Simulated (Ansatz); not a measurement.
Consider the formal exchange of groups at a B–Si bond: `OB(F)[SiH2]S` + `O[SiH3]` → `O[SiH2]B(O)F` + `[SiH3]S`.

Program: Ansatz. Geometries: PBE0-D4/def2-TZVP. ΔE: electronic, gas phase. CBS: MP2 limit from def2 TZ/QZ plus the TZ coupled-cluster correction, frozen cores. Each species was taken in one conformer, which may not be the lowest.

```csv
species,CCSD(T)/def2-TZVPP energy (Eh)
`OB(F)[SiH2]S`,-888.99087
`O[SiH3]`,-366.62321
`O[SiH2]B(O)F`,-566.40660
`[SiH3]S`,-689.20524
```

(1) Work out ΔE.

Largest T1 diagnostic among the species: 0.013.

Answers

(1) ΔE = (-566.40660) + (-689.20524) − (-888.99087) − (-366.62321) = 0.00224 Eh = +5.9 kJ/mol. CCSD(T)/CBS gives +6.1 kJ/mol.
